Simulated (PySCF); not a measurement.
# Exercise with solution: refractive index and permittivity of the vapour

Br2W, SMILES [Br][W][Br] (connectivity only; charge and spin as stated), neutral, multiplicity 5.

The structure is a stationary point at r2SCAN-D4/def2-SVP. The spin state was assumed, not searched. The def2 effective core potentials stand for the cores of W; spin–orbit coupling is left out.

PBE/def2-TZVPD (PySCF) gives a mean static polarisability of 96.0 bohr³ and a dipole moment of 1.22 D. Take an ideal gas at 298.15 K and 1 bar, whether or not the substance is that volatile.

Question: Work out n − 1 in the optical limit and the static ε − 1.

Answer: 
Polarisability volume α' = 96.0 × 0.148185 = 14.23 Å³. Number density N = p/kT = 2.43e-5 Å⁻³.
Dilute limit of Lorentz–Lorenz: n − 1 = 2π N α' = 0.0022.
Orientation term of Debye: μ²/(3kT) = 8.098 Å³ × μ²(D²) = 12.05 Å³.
ε − 1 = 4π N (α' + μ²/3kT) = 0.0080. Orientation of the dipole supplies 46 % of the static response; it can't follow optical fields. Vibrational polarisation and dispersion are left out.
